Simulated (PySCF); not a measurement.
CH4STe. Atoms are numbered in the order given.

```xyz
7

Te     0.0658     0.3594     0.4353
C      1.8931     0.2150    -0.7427
H      2.6091     0.9316    -0.3140
H      1.6655     0.4828    -1.7813
H      2.2926    -0.8042    -0.6784
S     -1.2753    -1.1432    -0.9433
H     -0.9426    -2.2949    -0.3105
```

Geometry: B3LYP-D3(BJ)/def2-SVP. The def2 effective core potentials stand for the cores of Te; spin–orbit coupling is left out. One conformer was computed; it need not be the lowest.

Computed with B3LYP/def2-TZVPD (PySCF).

Mulliken values depend strongly on the basis, most of all with diffuse functions as here. ESP charges are fitted to the potential on shells at 1.4 to 2.0 van der Waals radii. Atomic charges (e):

```
atom  ESP fit  Mulliken
----  -------  --------
Te1      0.05      0.27
C2      -0.60     -0.81
H3       0.23      0.24
H4       0.20      0.25
H5       0.18      0.25
S6      -0.21     -0.38
H7       0.15      0.16
```
